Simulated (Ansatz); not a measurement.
`[F][Sn]([F])([F])[F]` and `F[Si](F)(F)F` differ in one element.

Ansatz, PBE0-D4/def2-TZVP geometries, multiplicity 1. 

Elements past krypton have def2 core potentials.

```csv
property,`[F][Sn]([F])([F])[F]`
LUMO energy (B3LYP/def2-TZVPP) / eV,-4.01
size of the dipole moment (B3LYP/def2-TZVPP) / D,0.00
LUMO energy (PBE/def2-TZVPP) / eV,-4.61
size of the dipole moment (ωB97M-V/def2-TZVPP) / D,0.00
LUMO energy (PBE0/def2-TZVPP) / eV,-3.61
"ideal-gas entropy at 298 K and 1 bar (rigid rotor, harmonic PBE0-D4/def2-TZVP) / J/(mol·K)",324
```

(1) What does the change do to each property? (Best estimate.)

Results:

(1) Ansatz gave: 
```
                                                                                  property  `F[Si](F)(F)F`  shift
                                                       LUMO energy (B3LYP/def2-TZVPP) / eV            0.12   4.13
                                          size of the dipole moment (B3LYP/def2-TZVPP) / D            0.00   0.00
                                                         LUMO energy (PBE/def2-TZVPP) / eV           -0.53   4.08
                                        size of the dipole moment (ωB97M-V/def2-TZVPP) / D            0.00   0.00
                                                        LUMO energy (PBE0/def2-TZVPP) / eV            0.53   4.14
ideal-gas entropy at 298 K and 1 bar (rigid rotor, harmonic PBE0-D4/def2-TZVP) / J/(mol·K)             284    -40
```

With PBE0 the HOMO falls by 0.34 eV and the LUMO rises by 4.14 eV, so the gap widens by about 4.48 eV. PBE moves the HOMO by -0.34 eV and ωB97M-V by -0.32 eV.

B3LYP here is the variant with VWN-RPA as its local correlation; programs differ in this.
